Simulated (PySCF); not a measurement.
Parent: `[CH3:1][O:2][Si@H:3]([NH2:4])[SiH3:5]` with C1–O2–Si3–N4 -61°, O2–Si3–N4–H 89° and -67°, CH9NOSi2.

Method: PySCF, PBE0-D3(BJ)/def2-SVP geometry optimisation, gas phase. One conformer each, not checked by frequencies here.

| coordinate of the parent | value |
| --- | --- |
| C1–O2 | 1.399 Å |
| O2–Si3 | 1.674 Å |
| Si3–N4 | 1.723 Å |
| Si3–Si5 | 2.336 Å |
| C1–O2–Si3 | 123.2° |
| O2–Si3–N4 | 115.7° |
| O2–Si3–Si5 | 103.5° |
| N4–Si3–Si5 | 109.5° |

Task: How does the shared frame change in `[NH2:1][Si@H:2]([SiH3:3])[c:4]1[cH:5][cH:6][cH:7][cH:8][n:9]1` with H–N1–Si2–Si3 43° and -98°, N1–Si2–C4–C5 -27°, C5H10N2Si2? Atoms pair as Si3 = Si2, N4 = N1, Si5 = Si3 (parent first).

Result: 
```json
{"parent": "Si3–N4", "relative": "Si2–N1", "value in the relative": "1.740 Å", "change": "+0.017"}
{"parent": "Si3–Si5", "relative": "Si2–Si3", "value in the relative": "2.353 Å", "change": "+0.017"}
{"parent": "N4–Si3–Si5", "relative": "N1–Si2–Si3", "value in the relative": "118.2°", "change": "+8.7"}
```

Of the parent's bonds, Si3–N4 and Si3–Si5 change most and about equally (+0.017 Å). Bonds of the relative outside the shared frame: Si2–C4 1.892, C4–C5 1.399, C5–C6 1.393, C6–C7 1.393, C7–C8 1.396, C8–N9 1.329, C4–N9 1.343 Å. Point group C1 → C1.
